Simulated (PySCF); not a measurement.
iodine atom (I), doublet (all electrons, no relativity); PySCF with PBE0/STO-3G.

The PySCF input:
```python
from pyscf import gto, scf, dft

mol = gto.Mole()
mol.atom = '''
    I     0.00000000    0.00000000    0.00000000
'''
mol.basis = 'sto-3g'
mol.spin = 1
mol.verbose = 4
mol.build()

mf = dft.UKS(mol)
mf.xc = 'pbe0'
mf.diis_space = 4
mf.kernel()
mf.analyze()
```

The log (banner, timings and long lists left out):

```
PySCF version 2.14.0

[INPUT] verbose = 4
[INPUT] num. atoms = 1
[INPUT] num. electrons = 53
[INPUT] charge = 0
[INPUT] spin (= nelec alpha-beta = 2S) = 1
[INPUT] symmetry False subgroup None
[INPUT] Mole.unit = angstrom
[INPUT] Symbol           X                Y                Z      unit          X                Y                Z       unit  Magmom
[INPUT]  1 I      0.000000000000   0.000000000000   0.000000000000 AA    0.000000000000   0.000000000000   0.000000000000 Bohr   0.0

nuclear repulsion = 0
number of shells = 11
number of NR pGTOs = 81
number of NR cGTOs = 27
basis = sto-3g
ecp = {}

******** <class 'pyscf.dft.uks.UKS'> ********
method = UKS
initial guess = minao
damping factor = 0
level_shift factor = 0
DIIS = <class 'pyscf.scf.diis.CDIIS'>
diis_start_cycle = 1
diis_space = 4
diis_damp = 0
SCF conv_tol = 1e-09
SCF conv_tol_grad = None
SCF max_cycles = 50
direct_scf = True
direct_scf_tol = 1e-13
number electrons alpha = 27  beta = 26
XC library pyscf.dft.libxc version 7.1.2
    S. Lehtola, C. Steigemann, M. J. T. Oliveira, and M. A. L. Marques,  SoftwareX 7, 1–5 (2018)
XC functionals = pbe0
    C. Adamo and V. Barone,  J. Chem. Phys. 110, 6158 (1999)
    M. Ernzerhof and G. E. Scuseria,  J. Chem. Phys. 110, 5029 (1999)
radial grids:
    Treutler-Ahlrichs [JCP 102, 346 (1995); DOI:10.1063/1.469408] (M4) radial grids

becke partition: Becke, JCP 88, 2547 (1988); DOI:10.1063/1.454033
pruning grids: <function nwchem_prune>
grids dens level: 3
symmetrized grids: False
atomic radii adjust function: <function treutler_atomic_radii_adjust>
small_rho_cutoff = 0
Set gradient conv threshold to 3.16228e-05
tot grids = 21960
init E= -6830.7986428016
cycle= 1 E= -6852.52009597534  delta_E= -21.7  |g|= 0.0558  |ddm|= 1.15
cycle= 2 E= -6852.52073424633  delta_E= -0.000638  |g|= 0.0012  |ddm|= 0.0241
cycle= 3 E= -6852.52073458112  delta_E= -3.35e-07  |g|= 3.93e-06  |ddm|= 0.000555
cycle= 4 E= -6852.52073458112  delta_E= 5.46e-12  |g|= 1.67e-09  |ddm|= 1.61e-06
Extra cycle  E= -6852.52073458113  delta_E= -8.19e-12  |g|= 1.38e-09  |ddm|= 2.98e-08
converged SCF energy = -6852.52073458113  <S^2> = 0.75  2S+1 = 2
**** SCF Summaries ****
Total Energy =                       -6852.520734581125907
Nuclear Repulsion Energy =               0.000000000000000
One-electron Energy =                -9441.009739158023876
Two-electron Energy =                 2588.489004576897969
Two-electron Coulomb Energy =         2764.722010447628236
DFT Exchange-Correlation Energy =     -176.233005870730153
**** MO energy ****
                             alpha | beta                alpha | beta
MO #1   energy= -1153.85897908595  | -1153.85829259115  occ= 1 | 1
MO #2   energy= -172.732662713484  | -172.732188202424  occ= 1 | 1
MO #3   energy= -164.834025569117  | -164.832502707341  occ= 1 | 1
MO #4   energy= -164.83169286311   | -164.831420063634  occ= 1 | 1
MO #5   energy= -164.831692863109  | -164.831420063634  occ= 1 | 1
MO #6   energy= -33.5511624489919  | -33.5502383234807  occ= 1 | 1
MO #7   energy= -30.8285676837546  | -30.8260881222448  occ= 1 | 1
MO #8   energy= -30.8214186836038  | -30.820975881555   occ= 1 | 1
MO #9   energy= -30.8214186836037  | -30.8209758815549  occ= 1 | 1
MO #10  energy= -22.1252740081245  | -22.1239910203093  occ= 1 | 1
MO #11  energy= -22.1236918760713  | -22.1226703297596  occ= 1 | 1
MO #12  energy= -22.1236918760713  | -22.1226703297593  occ= 1 | 1
MO #13  energy= -22.1189404881574  | -22.118701740888   occ= 1 | 1
MO #14  energy= -22.1189404881573  | -22.118701740888   occ= 1 | 1
MO #15  energy= -5.75523911905951  | -5.75233558126021  occ= 1 | 1
MO #16  energy= -4.52028047501302  | -4.51294953594049  occ= 1 | 1
MO #17  energy= -4.49556966615401  | -4.49425171729909  occ= 1 | 1
MO #18  energy= -4.49556966615395  | -4.49425171728602  occ= 1 | 1
MO #19  energy= -1.61029691437834  | -1.60605729625646  occ= 1 | 1
MO #20  energy= -1.60459209599723  | -1.60132063745444  occ= 1 | 1
MO #21  energy= -1.60459209599718  | -1.6013206373852   occ= 1 | 1
MO #22  energy= -1.5873236590458   | -1.58663498602368  occ= 1 | 1
MO #23  energy= -1.58732365904578  | -1.58663498601928  occ= 1 | 1
MO #24  energy= -0.504422980164891 | -0.460114280353906 occ= 1 | 1
MO #25  energy= -0.253094532684699 | -0.18499854154944  occ= 1 | 1
MO #26  energy= -0.201432009286625 | -0.184998540787143 occ= 1 | 1
MO #27  energy= -0.201432009286584 | -0.104611172505127 occ= 1 | 0

To work with the spin densities directly, `use mulliken_meta_spin()` only printing them here.

 ** Mulliken spin pop alpha/beta on meta-lowdin orthogonal AOs **
 ** Mulliken Spin Density (per AO)  **
spin_pop of  0 I 1s       -0.00000
spin_pop of  0 I 2s       -0.00000
spin_pop of  0 I 3s       -0.00000
spin_pop of  0 I 4s        0.00000
spin_pop of  0 I 5s       -0.00000
spin_pop of  0 I 2px       0.00000
spin_pop of  0 I 2py       0.00000
spin_pop of  0 I 2pz       0.00000
spin_pop of  0 I 3px       0.00001
spin_pop of  0 I 3py       0.00000
spin_pop of  0 I 3pz       0.00001
spin_pop of  0 I 4px       0.00025
spin_pop of  0 I 4py       0.00009
spin_pop of  0 I 4pz       0.00017
spin_pop of  0 I 5px       0.49143
spin_pop of  0 I 5py       0.17123
spin_pop of  0 I 5pz       0.33680
spin_pop of  0 I 3dxy     -0.00000
spin_pop of  0 I 3dyz      0.00000
spin_pop of  0 I 3dz^2    -0.00000
spin_pop of  0 I 3dxz      0.00000
spin_pop of  0 I 3dx2-y2    0.00000
spin_pop of  0 I 4dxy      0.00000
spin_pop of  0 I 4dyz     -0.00000
spin_pop of  0 I 4dz^2    -0.00000
spin_pop of  0 I 4dxz     -0.00000
spin_pop of  0 I 4dx2-y2    0.00000
 ** Mulliken Spin Density (per atom)  **
spin density of  0 I =      1.00000
 ** Mulliken pop alpha/beta on meta-lowdin orthogonal AOs **
 ** Mulliken pop       alpha | beta **
pop of  0 I 1s        1.00000 | 1.00000
pop of  0 I 2s        1.00000 | 1.00000
pop of  0 I 3s        1.00000 | 1.00000
pop of  0 I 4s        1.00000 | 1.00000
pop of  0 I 5s        1.00000 | 1.00000
pop of  0 I 2px       1.00000 | 1.00000
pop of  0 I 2py       1.00000 | 1.00000
pop of  0 I 2pz       1.00000 | 1.00000
pop of  0 I 3px       1.00000 | 0.99999
pop of  0 I 3py       1.00000 | 1.00000
pop of  0 I 3pz       1.00000 | 0.99999
pop of  0 I 4px       1.00000 | 0.99975
pop of  0 I 4py       1.00000 | 0.99991
pop of  0 I 4pz       1.00000 | 0.99983
pop of  0 I 5px       1.00000 | 0.50857
pop of  0 I 5py       1.00000 | 0.82877
pop of  0 I 5pz       1.00000 | 0.66320
pop of  0 I 3dxy      1.00000 | 1.00000
pop of  0 I 3dyz      1.00000 | 1.00000
pop of  0 I 3dz^2     1.00000 | 1.00000
pop of  0 I 3dxz      1.00000 | 1.00000
pop of  0 I 3dx2-y2    1.00000 | 1.00000
pop of  0 I 4dxy      1.00000 | 1.00000
pop of  0 I 4dyz      1.00000 | 1.00000
pop of  0 I 4dz^2     1.00000 | 1.00000
pop of  0 I 4dxz      1.00000 | 1.00000
pop of  0 I 4dx2-y2    1.00000 | 1.00000
In total            27.00000 | 26.00000
 ** Mulliken atomic charges   ( Nelec_alpha | Nelec_beta ) **
charge of  0I =     -0.00000  (    27.00000     26.00000 )
Dipole moment(X, Y, Z, Debye):  0.00000, -0.00000,  0.00000
```
